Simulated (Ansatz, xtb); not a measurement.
**Relative energy of two conformers of C4H9ClMg**

Structure I is `CCC[CH2][Mg][Cl]`, a singlet and structure II is `CCC[CH2][Mg][Cl]`, a singlet. Both are isolated molecules in the gas phase, relaxed with PBE-D3(BJ)/def2-SVP.

I (Å):

```xyz
15

C    -2.8123    0.4830   -0.3241
C    -1.3496    0.4171    0.1149
C    -0.5899   -0.8164   -0.3889
C     0.8892   -0.8490    0.0254
Cl    1.4001   -0.0318    4.2562
Mg    1.1291   -0.4391    2.0839
H    -3.3762   -0.4083    0.0218
H    -3.3240    1.3811    0.0760
H    -2.8937    0.5160   -1.4303
H    -1.3063    0.4395    1.2355
H    -0.8137    1.3350   -0.2173
H    -1.1121   -1.7281   -0.0193
H    -0.6909   -0.8531   -1.4999
H     1.3604   -1.8201   -0.2389
H     1.4626   -0.0737   -0.5327
```

II (Å):

```xyz
15

C     0.1185   -0.8768    1.5504
C    -0.7527   -0.2478    0.4507
C    -0.3936    1.2058    0.1012
C    -0.5076    2.1842    1.2715
Cl    4.2877    0.2239    1.0520
Mg    2.1452   -0.3336    1.2931
H    -0.1859   -0.5184    2.5591
H    -0.0040   -1.9805    1.5747
H    -0.6762   -0.8554   -0.4773
H    -1.8320   -0.2760    0.7351
H    -1.0305    1.5574   -0.7389
H     0.6524    1.2352   -0.3057
H    -0.2618    3.2211    0.9673
H     0.1740    1.9160    2.1076
H    -1.5377    2.1865    1.6852
```

Question: Which of the two would you expect CCSD(T)/def2-SVP + ΔMP2/def2-TZVPP electronic energies to favour?

Answer: Too close to call at this level: CCSD(T)/def2-SVP + ΔMP2/def2-TZVPP gives E(II) − E(I) = +0.22 kcal/mol.

Level by level:

| level | geometry | E(II) − E(I) (kcal/mol) | departure from the last row (kcal/mol) | job, with rough time for the two |
| --- | --- | --- | --- | --- |
| PBE-D3(BJ)/def2-SVP | PBE-D3(BJ)/def2-SVP | +0.02 | −0.19 | optimisation, 80 s |
| HF/def2-SVP | PBE-D3(BJ)/def2-SVP | +1.28 | +1.06 | part of the CCSD(T) run |
| MP2/def2-SVP | PBE-D3(BJ)/def2-SVP | +0.21 | −0.01 | part of the CCSD(T) run |
| CCSD(T)/def2-SVP | PBE-D3(BJ)/def2-SVP | +0.27 | +0.05 | single point |
| CCSD(T)/def2-SVP + ΔMP2/def2-TZVPP | PBE-D3(BJ)/def2-SVP | +0.22 |  | single point, 2.1 min |

The largest departure from CCSD(T)/def2-SVP + ΔMP2/def2-TZVPP is that of HF/def2-SVP, 1.06 kcal/mol. Levels run at GFN2-xTB geometries aren't shown. The last row adds to CCSD(T) the change of the MP2 difference between the two basis sets, here −0.05 kcal/mol.

With harmonic frequencies from PBE-D3(BJ)/def2-SVP (ideal gas, rigid rotor, one conformer each, 298.15 K, 1 atm): on the last row, ΔE + ΔZPE = +0.27 kcal/mol. A mode under 50 cm⁻¹ makes harmonic enthalpies and free energies unreliable, so none is given.

The correlated steps freeze 10 core orbitals; the last core shell of Mg is correlated, in a basis made for valence electrons. Programs: Ansatz 0.2.0; the last row on 2 threads of Arm Neoverse V1 on a shared host.
